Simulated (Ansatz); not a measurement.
**Molecular dynamics of CH$_{7}$BN$_{2}$O**

The input (input.yaml):

```yaml
crystal:
  periodic: [false, false, false]
  atoms:
    - { symbol: "N", position_ang: [-0.899698, 0.94357, 0.746526] }
    - { symbol: B, position_ang: [-0.015892, -0.117786, 0.413345] }
    - { symbol: "N", position_ang: [0.264956, -1.212481, 1.277603] }
    - { symbol: C, position_ang: [0.667686, -0.028471, -1.037842] }
    - { symbol: O, position_ang: [0.039095, 0.922237, -1.911614] }
    - { symbol: H, position_ang: [-1.374859, 1.073403, 1.637721] }
    - { symbol: H, position_ang: [-0.948684, 1.742289, 0.112441] }
    - { symbol: H, position_ang: [-0.096962, -1.308584, 2.225352] }
    - { symbol: H, position_ang: [0.863148, -1.987111, 0.998233] }
    - { symbol: H, position_ang: [1.720702, 0.315985, -0.923399] }
    - { symbol: H, position_ang: [0.748552, -1.038299, -1.518411] }
    - { symbol: H, position_ang: [-0.891045, 0.640049, -1.985955] }
basis:
  gaussian: { orbitals: def2-SVP }
hamiltonian:
  xc: pbe
md:
  timestep: 0.5
  n_steps: 100
  ensemble: nvt_langevin
  temperature: 500.0
  initial_velocities: maxwell_boltzmann
  seed: 486456
  friction: 0.01
scf:
  lower_state_search: "off"
```

Run as:

```bash
$ ansatz run input.yaml --threads 2 --pin off --max-ram 3072MiB --backend cpu --events-out ev --progress --plain --runs-dir out
```

It starts from a relaxed structure.

Output, in part (one step line in 2, the closing report, with atoms numbered from 0):

```
md step     0: t =     0.00 fs  T =   458.3 K  F+E_penalty+E_count = -6843.05195939 eV  E_kin = 0.710930 eV  (18 SCF iters)
md step     2: t =     1.00 fs  T =   430.9 K  F+E_penalty+E_count = -6843.00025658 eV  E_kin = 0.668358 eV  (20 SCF iters)
md step     4: t =     2.00 fs  T =   377.3 K  F+E_penalty+E_count = -6842.90954150 eV  E_kin = 0.585310 eV  (20 SCF iters)
md step     6: t =     3.00 fs  T =   374.7 K  F+E_penalty+E_count = -6842.88239139 eV  E_kin = 0.581136 eV  (20 SCF iters)
md step     8: t =     4.00 fs  T =   370.6 K  F+E_penalty+E_count = -6842.88629332 eV  E_kin = 0.574874 eV  (20 SCF iters)
md step    10: t =     5.00 fs  T =   347.6 K  F+E_penalty+E_count = -6842.83908891 eV  E_kin = 0.539211 eV  (20 SCF iters)
md step    12: t =     6.00 fs  T =   323.4 K  F+E_penalty+E_count = -6842.73891023 eV  E_kin = 0.501688 eV  (20 SCF iters)
md step    14: t =     7.00 fs  T =   268.2 K  F+E_penalty+E_count = -6842.64885112 eV  E_kin = 0.415959 eV  (20 SCF iters)
md step    16: t =     8.00 fs  T =   256.8 K  F+E_penalty+E_count = -6842.63688788 eV  E_kin = 0.398335 eV  (20 SCF iters)
md step    18: t =     9.00 fs  T =   265.6 K  F+E_penalty+E_count = -6842.67299009 eV  E_kin = 0.412048 eV  (20 SCF iters)
md step    20: t =    10.00 fs  T =   268.2 K  F+E_penalty+E_count = -6842.66133709 eV  E_kin = 0.416054 eV  (20 SCF iters)
md step    22: t =    11.00 fs  T =   207.1 K  F+E_penalty+E_count = -6842.60197374 eV  E_kin = 0.321171 eV  (21 SCF iters)
md step    24: t =    12.00 fs  T =   202.8 K  F+E_penalty+E_count = -6842.59083933 eV  E_kin = 0.314606 eV  (21 SCF iters)
md step    26: t =    13.00 fs  T =   221.3 K  F+E_penalty+E_count = -6842.61245126 eV  E_kin = 0.343186 eV  (21 SCF iters)
md step    28: t =    14.00 fs  T =   225.1 K  F+E_penalty+E_count = -6842.60168724 eV  E_kin = 0.349202 eV  (20 SCF iters)
md step    30: t =    15.00 fs  T =   207.0 K  F+E_penalty+E_count = -6842.55193409 eV  E_kin = 0.321024 eV  (21 SCF iters)
md step    32: t =    16.00 fs  T =   211.3 K  F+E_penalty+E_count = -6842.52752939 eV  E_kin = 0.327743 eV  (20 SCF iters)
md step    34: t =    17.00 fs  T =   207.8 K  F+E_penalty+E_count = -6842.55598266 eV  E_kin = 0.322298 eV  (21 SCF iters)
md step    36: t =    18.00 fs  T =   243.0 K  F+E_penalty+E_count = -6842.59640825 eV  E_kin = 0.376932 eV  (21 SCF iters)
md step    38: t =    19.00 fs  T =   264.2 K  F+E_penalty+E_count = -6842.60005556 eV  E_kin = 0.409758 eV  (20 SCF iters)
md step    40: t =    20.00 fs  T =   250.2 K  F+E_penalty+E_count = -6842.57010107 eV  E_kin = 0.388122 eV  (20 SCF iters)
md step    42: t =    21.00 fs  T =   266.3 K  F+E_penalty+E_count = -6842.57542258 eV  E_kin = 0.413080 eV  (20 SCF iters)
md step    44: t =    22.00 fs  T =   309.5 K  F+E_penalty+E_count = -6842.62205676 eV  E_kin = 0.480131 eV  (21 SCF iters)
md step    46: t =    23.00 fs  T =   337.3 K  F+E_penalty+E_count = -6842.63047185 eV  E_kin = 0.523230 eV  (21 SCF iters)
md step    48: t =    24.00 fs  T =   305.5 K  F+E_penalty+E_count = -6842.54533660 eV  E_kin = 0.473814 eV  (21 SCF iters)
md step    50: t =    25.00 fs  T =   266.6 K  F+E_penalty+E_count = -6842.44363107 eV  E_kin = 0.413572 eV  (21 SCF iters)
md step    52: t =    26.00 fs  T =   232.1 K  F+E_penalty+E_count = -6842.41479678 eV  E_kin = 0.359958 eV  (20 SCF iters)
md step    54: t =    27.00 fs  T =   282.0 K  F+E_penalty+E_count = -6842.46982369 eV  E_kin = 0.437423 eV  (20 SCF iters)
md step    56: t =    28.00 fs  T =   309.8 K  F+E_penalty+E_count = -6842.52483345 eV  E_kin = 0.480546 eV  (20 SCF iters)
md step    58: t =    29.00 fs  T =   317.9 K  F+E_penalty+E_count = -6842.48442311 eV  E_kin = 0.493048 eV  (20 SCF iters)
md step    60: t =    30.00 fs  T =   305.5 K  F+E_penalty+E_count = -6842.42179648 eV  E_kin = 0.473835 eV  (20 SCF iters)
md step    62: t =    31.00 fs  T =   359.6 K  F+E_penalty+E_count = -6842.48380162 eV  E_kin = 0.557767 eV  (20 SCF iters)
md step    64: t =    32.00 fs  T =   402.9 K  F+E_penalty+E_count = -6842.58577969 eV  E_kin = 0.624993 eV  (20 SCF iters)
md step    66: t =    33.00 fs  T =   436.7 K  F+E_penalty+E_count = -6842.61592539 eV  E_kin = 0.677358 eV  (20 SCF iters)
md step    68: t =    34.00 fs  T =   426.1 K  F+E_penalty+E_count = -6842.59339661 eV  E_kin = 0.660931 eV  (20 SCF iters)
md step    70: t =    35.00 fs  T =   425.8 K  F+E_penalty+E_count = -6842.60668854 eV  E_kin = 0.660465 eV  (20 SCF iters)
md step    72: t =    36.00 fs  T =   503.9 K  F+E_penalty+E_count = -6842.65967318 eV  E_kin = 0.781588 eV  (20 SCF iters)
md step    74: t =    37.00 fs  T =   542.3 K  F+E_penalty+E_count = -6842.70539604 eV  E_kin = 0.841118 eV  (20 SCF iters)
md step    76: t =    38.00 fs  T =   526.3 K  F+E_penalty+E_count = -6842.67039852 eV  E_kin = 0.816428 eV  (20 SCF iters)
md step    78: t =    39.00 fs  T =   476.4 K  F+E_penalty+E_count = -6842.56243810 eV  E_kin = 0.739019 eV  (20 SCF iters)
md step    80: t =    40.00 fs  T =   406.4 K  F+E_penalty+E_count = -6842.48294369 eV  E_kin = 0.630357 eV  (20 SCF iters)
md step    82: t =    41.00 fs  T =   432.2 K  F+E_penalty+E_count = -6842.48450251 eV  E_kin = 0.670457 eV  (20 SCF iters)
md step    84: t =    42.00 fs  T =   394.6 K  F+E_penalty+E_count = -6842.43848324 eV  E_kin = 0.612032 eV  (20 SCF iters)
md step    86: t =    43.00 fs  T =   334.7 K  F+E_penalty+E_count = -6842.33169142 eV  E_kin = 0.519085 eV  (20 SCF iters)
md step    88: t =    44.00 fs  T =   341.8 K  F+E_penalty+E_count = -6842.29666423 eV  E_kin = 0.530098 eV  (20 SCF iters)
md step    90: t =    45.00 fs  T =   374.5 K  F+E_penalty+E_count = -6842.37016257 eV  E_kin = 0.580965 eV  (20 SCF iters)
md step    92: t =    46.00 fs  T =   396.4 K  F+E_penalty+E_count = -6842.43563590 eV  E_kin = 0.614852 eV  (20 SCF iters)
md step    94: t =    47.00 fs  T =   365.7 K  F+E_penalty+E_count = -6842.41794345 eV  E_kin = 0.567284 eV  (20 SCF iters)
md step    96: t =    48.00 fs  T =   345.6 K  F+E_penalty+E_count = -6842.36990056 eV  E_kin = 0.536062 eV  (20 SCF iters)
md step    98: t =    49.00 fs  T =   394.6 K  F+E_penalty+E_count = -6842.42027363 eV  E_kin = 0.611998 eV  (20 SCF iters)
md step   100: t =    50.00 fs  T =   480.1 K  F+E_penalty+E_count = -6842.51464632 eV  E_kin = 0.744668 eV  (20 SCF iters)
Total energy: -6842.51468190 eV, -251.4577765367 hartree
Atom 0 at    -0.756891     1.065664     0.956337 Å, force     0.347773    -1.336755    -1.419461 eV/Å
Atom 1 at    -0.108333    -0.109349     0.353592 Å, force     0.165501     1.689689     0.511615 eV/Å
Atom 2 at     0.163244    -1.216287     1.225231 Å, force     0.526505     0.264553    -1.569645 eV/Å
Atom 3 at     0.550457     0.078992    -1.124518 Å, force    -0.689542     0.214752    -0.469419 eV/Å
Atom 4 at    -0.195160     0.869638    -2.115006 Å, force     0.490441    -0.931857     0.123073 eV/Å
Atom 5 at    -0.694744     1.132163     1.947452 Å, force    -0.369892     0.278422     1.171675 eV/Å
Atom 6 at    -1.241477     1.832471     0.494328 Å, force     0.186065    -0.028911     0.004023 eV/Å
Atom 7 at    -0.239168    -1.304052     2.138895 Å, force    -0.204587    -0.089596     0.735604 eV/Å
Atom 8 at     0.882511    -1.907310     0.993465 Å, force    -0.282698     0.010095     0.131180 eV/Å
Atom 9 at     1.593928     0.527428    -1.035438 Å, force    -0.498265    -0.403947     0.160997 eV/Å
Atom 10 at     0.647277    -0.926496    -1.604186 Å, force     0.253763     0.199799     0.003266 eV/Å
Atom 11 at    -0.733688     1.570561    -1.724681 Å, force     0.074935     0.133756     0.617091 eV/Å
Dipole moment:    -0.046314     0.011341     0.653598 e Å
```

The run went to its last step. The mean temperature of the second half is 22 % below the set value. A run of 0.05 ps of so small a system gives no equilibrium averages.

The same pairs are bonded in the first frame and the last. Pairs count as bonded within 1.25 times the sum of covalent radii (0.12 Å more for H–H).

Last frame:

```xyz
12
Properties=species:S:1:pos:R:3
N -0.757 1.066 0.956
B -0.108 -0.109 0.354
N 0.163 -1.216 1.225
C 0.550 0.079 -1.125
O -0.195 0.870 -2.115
H -0.695 1.132 1.948
H -1.242 1.833 0.494
H -0.239 -1.304 2.139
H 0.882 -1.907 0.994
H 1.594 0.527 -1.035
H 0.647 -0.926 -1.604
H -0.734 1.571 -1.725
```

Time of the run: 3 min on 2 threads of Arm Neoverse N1 (shared host), peak memory 0.12 GiB.
